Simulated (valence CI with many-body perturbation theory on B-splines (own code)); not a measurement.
**A CI+MBPT run for Nd53+**

Computed by relativistic CI+MBPT: five valence electrons over a frozen Dirac-Fock core [He], radial functions for each j: 5 s, 5 p, 3 d, 2 f, with the one-electron correlation potential Σ1 (screened to all orders), the two-electron term Σ2, the three-electron term Σ3, Breit, model QED; selected single and double excitations, second order for the rest, scaled by the run's own slope (own B-spline code, finite nucleus).

Command, and the settings that its task file holds:

```sh
python run_cv.py task.json out
```

```
atom Nd  Z=60  mass_number=142  rms_radius_fm=4.9123
core [He]
valence 2s2 2p3
avg = 1
basis = S
breit = 1
cap = 10000
capref = 1200
cscale = 1
de = 0.0
dress = 0
eps = 2e-08
extrap = 1
h = 0.27
hh = 1
l2 = 3
lcore = 6
maxit = 60
n2 = 5
natural = 0
nlev = 20
nno = [2, 2, 1, 1, 0]
nroot = 26
nsp = [3, 3, 2, 1, 0]
pt2 = 1
qed = 1
rpa = 1
s1 = 1
s2 = 1
s3 = 1
screen = 1
tol = 2e-05
whole = 1
```

It took 10 s on 1 thread of Arm Neoverse V1, on a shared host.

Log. The first blocks belong to the next ion, which gives the ionisation energy. Fields: 2J, parity (1 odd), roots, reference size, generating configurations, candidates as configurations/state functions, variational space P, stored matrix elements, Davidson steps; e2 is the range of second-order energies in hartree. The first line gives the box (bohr), its intervals, the orbitals and the steps of their self-consistent field. Window is the range of levels sought, series limit the energy at which the first omitted orbital would enter, core excitation an estimate of the first excitation out of the core, left out the lowest levels not solved, and shifts from estimates the range by which levels moved from their first estimate, all in cm⁻¹.

```
rmax 1.1 intervals 53 orbitals 25 references ['2s2 2p3', '2s 2p4', '2p5'] scf 3 t 0.4
2J=0 par=0 roots 2 ref 28 generators 4 cand 564/760 P 420/581 nnz 0 it 0
2J=0 par=0 roots 2 ref 28 generators 4 cand 170/207 P 463/639 nnz 0 it 0
   second order: generators 6 cand 537/818 e2 -0.00000 -0.00000
reference levels 430, estimated 336, window 50395909 1/cm; series limit 64444788, core excitation 301493600
2J=3 par=1 roots 12 ref 68 generators 14 cand 2887/20390 P 1179/5168 nnz 2.7e+06 it 5
2J=3 par=1 roots 12 ref 68 generators 20 cand 2681/20373 P 1978/9990 nnz 8.1e+06 it 6
   second order: generators 24 cand 2739/19216 e2 -0.00014 -0.00000
2J=5 par=1 roots 6 ref 53 generators 9 cand 2705/22258 P 1017/4474 nnz 2.2e+06 it 5
2J=5 par=1 roots 6 ref 53 generators 16 cand 2745/23536 P 1837/9989 nnz 8.7e+06 it 5
   second order: generators 18 cand 2263/19756 e2 -0.00011 -0.00001
2J=1 par=1 roots 8 ref 45 generators 12 cand 2593/11502 P 1210/3780 nnz 1.3e+06 it 5
2J=1 par=1 roots 8 ref 45 generators 19 cand 2479/11615 P 2223/8224 nnz 5.2e+06 it 6
   second order: generators 22 cand 2028/9704 e2 -0.00002 -0.00000
2J=5 par=0 roots 6 ref 60 generators 12 cand 2870/23036 P 1138/4585 nnz 2.1e+06 it 4
2J=5 par=0 roots 6 ref 60 generators 17 cand 2681/23695 P 1952/9994 nnz 8.1e+06 it 6
   second order: generators 19 cand 2028/18600 e2 -0.00006 -0.00000
2J=1 par=0 roots 6 ref 53 generators 9 cand 1708/7423 P 1326/4090 nnz 1.5e+06 it 4
2J=1 par=0 roots 6 ref 53 generators 15 cand 2252/10729 P 1815/6255 nnz 3.3e+06 it 4
   second order: generators 15 cand 1763/8564 e2 -0.00001 -0.00000
2J=3 par=0 roots 8 ref 72 generators 10 cand 2406/16290 P 1188/5191 nnz 2.6e+06 it 5
2J=3 par=0 roots 8 ref 72 generators 17 cand 2650/19541 P 1958/9998 nnz 8.1e+06 it 5
   second order: generators 18 cand 2050/15891 e2 -0.00004 -0.00000
2J=7 par=1 roots 2 ref 30 generators 6 cand 2004/17355 P 849/3536 nnz 1.5e+06 it 4
2J=7 par=1 roots 2 ref 30 generators 9 cand 2131/18495 P 1471/7945 nnz 6.5e+06 it 4
   second order: generators 10 cand 1509/14086 e2 -0.00003 -0.00001
2J=7 par=0 roots 1 ref 27 generators 3 cand 1201/11130 P 828/3516 nnz 1.5e+06 it 4
2J=7 par=0 roots 1 ref 27 generators 6 cand 1941/16326 P 1137/5980 nnz 4.1e+06 it 4
   second order: generators 7 cand 1725/14865 e2 -0.00002 -0.00002
2J=9 par=0 roots 1 ref 8 generators 2 cand 589/5479 P 878/3501 nnz 1.5e+06 it 4
2J=9 par=0 roots 1 ref 8 generators 3 cand 491/4769 P 987/4718 nnz 3e+06 it 4
   second order: generators 4 cand 750/6599 e2 -0.00001 -0.00001
2J=9 par=1 roots 1 ref 11 generators 2 cand 702/5744 P 796/3497 nnz 1.6e+06 it 3
2J=9 par=1 roots 1 ref 11 generators 3 cand 563/4865 P 908/4429 nnz 2.6e+06 it 3
   second order: generators 3 cand 451/3933 e2 -0.00001 -0.00001
left out: unestimated 67369755, estimated 53213598, shifts from estimates -1 to 23
operators 0.1
```

The Davidson iterations converged. The settings are bad on purpose, so the numbers may not be properties of the ion.

No measured spectrum was set against this ion. As an estimate, large intervals hold to a few tenths of a per cent, small ones and those within an open d or f shell to about a per cent.

```yaml
Valence_energy: -2133.693 hartree
Ionisation_energy: "10554 eV (NIST: 10555 ± 5 eV (theoretical))"
Reference_configurations_for_the_orbitals: 2s2 2p3, 2s 2p4, 2p5
Radial_orbitals: 25
Box_radius: 1.081 bohr
Largest_variational_space: 9998
Lowest_levels: (2s^2 2p1/2^2 2p3/2) J=3/2 0.0, (2s^2 2p1/2 2p3/2^2) J=3/2 524.6, (2s^2 2p1/2 2p3/2^2) J=5/2 546.3, (2s^2 2p1/2 2p3/2^2) J=1/2 583.4, (2s 2p1/2^2 2p3/2^2) J=5/2 777.8, (2s 2p1/2^2 2p3/2^2) J=1/2 857.8, (2s 2p1/2^2 2p3/2^2) J=3/2 859.5, (2s^2 2p3/2^3) J=3/2 1109.4, (2s 2p1/2 2p3/2^3) J=3/2 [a] 1324.3, (2s 2p1/2 2p3/2^3) J=5/2 1360.4, (2s 2p1/2 2p3/2^3) J=1/2 1405.1, (2s 2p1/2 2p3/2^3) J=3/2 [b] 1415.8, (2p1/2^2 2p3/2^3) J=3/2 1695.8, (2s 2p3/2^4) J=1/2 1946.8 eV
```

Levels are named by their leading jj configuration (3d3/2^4 stands for four electrons in 3d with j = 3/2), which in mixed levels can hold well under half, so a name can repeat and another be missing. Letters in brackets count levels of one name in rising energy.
